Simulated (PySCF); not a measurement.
2-methylprop-2-en-1-amine (C4H9N), SMILES C(CN)(=C)C.

The structure is a stationary point at B3LYP-D3(BJ)/def2-SVP. One conformer was computed; it need not be the lowest.

Two levels are set side by side: TDA-PBE/def2-SVPD (PySCF) and TDA-LC-ωPBE/def2-SVPD (PySCF). Vertical, same geometry. The lowest singlet is HOMO→LUMO 100 % with PBE and HOMO−1→LUMO 50 %, HOMO→LUMO 23 % with the other functional; states are paired by order. Differences are taken from unrounded values.

```csv
quantity,TDA-PBE
lowest singlet excitation (eV),4.89
lowest triplet excitation (TDA) (eV),4.38
first bright state (f over 0.05) (eV),7.17
its oscillator strength,0.16
```

Problem. These are the TDA-PBE values. What does TDA-LC-ωPBE give? (Estimate from the structure and the level; the computed values follow.)

Solution. 
```
quantity                               TDA-LC-ωPBE  TDA-PBE minus TDA-LC-ωPBE
-------------------------------------  -----------  -------------------------
lowest singlet excitation (eV)                6.90                      -2.01
lowest triplet excitation (TDA) (eV)          4.18                       0.20
first bright state (f over 0.05) (eV)         7.69                      -0.52
its oscillator strength                       0.14                       0.02
```

A lower first singlet is the usual sign of a functional without exact exchange. Differences between two approximate levels are no errors against the true value.

Rough cost on one machine, each run with all the roots and properties that it gave: TDA-LC-ωPBE against TDA-PBE about 3 times.
